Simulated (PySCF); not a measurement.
**Potential energy of CsHg⁺ along the bond**

Set-up: basis Cs def2-SVP with ECP46, Hg def2-SVP with ECP60; scalar-relativistic core potentials; PySCF 2.14. Energies in eV from Cs⁺ + Hg in their ground configurations at the same level. State: ¹Σ⁺ (singlet), closed shell.

```csv
R (Å),CAM-B3LYP
3.474,-0.0229
3.636,-0.0804
3.798,-0.1088
3.919,-0.1179
4.040,-0.1202
4.161,-0.1180
4.323,-0.1108
4.525,-0.0986
4.767,-0.0831
5.090,-0.0647
```

**Question.** Put a parabola through the three lowest points of the CAM-B3LYP curve and estimate Re, k and ωe (reduced mass 80.16 u; 1 eV/Å² = 0.16022 mdyn/Å; ωe = 1302.8·√(k/μ) cm⁻¹).

**Answer.** Through R = 3.919, 4.04, 4.161 Å the second-order coefficient is 0.154 eV/Å², so Re ≈ 4.041 Å, k ≈ 0.0492 mdyn/Å and ωe ≈ 32 cm⁻¹. A polynomial fit of higher order to the unrounded CAM-B3LYP energies gives Re = 4.032 Å, k = 0.0500 mdyn/Å, ωe = 32.5 cm⁻¹; anharmonicity and rounding make the difference.

The higher-order fit for each curve: CAM-B3LYP: Re = 4.032 Å, ωe = 32.5 cm⁻¹, De = 0.120 eV.

Closed-shell solutions of metal pairs were not tested for spin polarisation, which can lower them a little. The bond is weak. Basis-set superposition, not corrected here, can be much of De in a small basis, most of all at correlated wavefunction levels. Spin–orbit coupling is left out. For an ion De counts to the pair picked by the measured ionisation energies or electron affinities, which need not be the lowest pair at this level.
